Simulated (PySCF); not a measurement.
Ligand exchange on a metal centre used in film growth or etching (Hf OH-H). Isolated molecules, 0 K electronic values unless said otherwise. One relaxed conformer stands for each flexible species; it need not be the lowest. In the def2 sets, heavy atoms carry core potentials. All members: neutral, multiplicity 1. Level: TPSSh-D3(BJ)/def2-TZVP // r2SCAN-D4/def2-SVP (PySCF), beside PBE-D3(BJ)/def2-TZVP // r2SCAN-D4/def2-SVP (PySCF) at the same geometries.  Orbital energies are measured against the vacuum level.

| species | LUMO, PBE (eV) | LUMO, TPSSh-D3(BJ) (eV) |
|---|---|---|
| [Hf(H)4] | -3.07 | -2.47 |
| [Hf(OH)(H)3] | -2.33 | withheld |
| [Hf(OH)2(H)2] | -1.88 | -1.31 |
| [Hf(OH)4] | -0.59 | -0.11 |
| [Hf(OH)3(H)] | -0.56 | -0.03 |

Problem. Fit y = a + b·x, y being the LUMO at the first level, to the 4 complete rows by least squares, with x = the PBE value in eV. Give a, b and the rms residual, and predict the withheld value.

Solution. Means of the 4 rows: x̄ = -1.525, ȳ = -0.98 eV. Σ(x − x̄)² = 4.3185 and Σ(x − x̄)(y − ȳ) = 4.1494, so b = 0.961 and a = ȳ − b·x̄ = 0.486 eV. The rms residual is 0.019 eV. At x = -2.33 the line gives -1.75 eV. The run for [Hf(OH)(H)3] gave -1.76 eV, so the line is off by 0.01 eV, within twice the rms residual.

Codes: PySCF.
